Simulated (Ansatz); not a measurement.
The first iterations of a band of C₂H₁₀N₂Si (15 atoms, charge 0, multiplicity 1).

These are results of UKS PBE0/def2-SVP (Ansatz), not measurements.

* movable images: 9
* climbing image: yes
* spring: 5.0 eV/Å²
* optimiser: quadratic models (default)
* start path: through a guess of the saddle point
* force threshold: 0.05 eV/Å
* iteration limit: 60
* end points: relaxed

Image 0:

```xyz
15
Properties=species:S:1:pos:R:3
Si 0.025 0.203 1.315
N -0.047 0.254 -0.417
C -0.580 -0.854 -1.169
C 0.108 1.468 -1.172
H 0.564 2.255 -0.551
H -1.288 0.243 2.044
H 0.795 1.439 1.675
N 0.690 -1.309 1.809
H -0.605 -1.757 -0.541
H -1.606 -0.664 -1.545
H 0.053 -1.079 -2.049
H 0.766 1.312 -2.049
H -0.854 1.864 -1.557
H 0.347 -1.779 2.637
H 1.632 -1.596 1.569
```

Image 10:

```xyz
15
Properties=species:S:1:pos:R:3
Si 0.074 0.653 2.660
N 0.268 -0.097 -1.411
C -0.819 -0.988 -1.712
C 0.533 0.852 -2.200
H -1.028 1.462 2.052
H -0.390 0.077 3.960
H 1.177 1.620 2.999
N 0.459 -0.635 1.577
H -1.501 -1.024 -0.848
H -1.387 -0.711 -2.622
H -0.424 -2.009 -1.835
H 1.361 1.535 -1.968
H -0.034 1.041 -3.133
H 1.093 -1.361 1.894
H 0.618 -0.415 0.588
```

| iteration | highest image above the first end (eV) | largest band force component (eV/Å) |
| --- | --- | --- |
| 1 | 16.833 | 33.167 |
| 2 | 5.402 | 10.393 |
| 3 | 3.437 | 2.307 |
| 4 | 4.413 | 3.216 |
| 5 | 3.933 | 1.981 |
| 6 | 3.659 | 4.666 |
| 7 | 4.121 | 1.600 |
| 8 | 3.946 | 1.802 |
| 9 | 3.721 | 1.519 |
| 10 | 3.506 | 1.104 |
| 11 | 3.370 | 0.528 |
| 12 | 3.105 | 0.972 |
| 13 | 3.065 | 0.652 |
| 14 | 3.041 | 0.950 |
| 15 | 2.970 | 1.013 |

Question: Does the band converge within its limit, and where does its top end?

Answer: The forces met the threshold. It ended after 45 iterations with the highest image 3.419 eV above the first end. The profile has 2 maxima (images 1, 4) with wells between them (image 2): this band takes more than one step, which may be the mechanism or a detour left from its start path. Neighbouring images differ by up to 3.2 eV, so the band resolves the path poorly. A vibrational analysis at the climbing image gives one clearly imaginary mode, 809i cm⁻¹: a first-order saddle point. The orbitals were unrestricted but ended closed-shell.

The run took 33 min on 4 threads of Arm Neoverse N1, with other jobs on the host, peak memory 0.45 GiB.
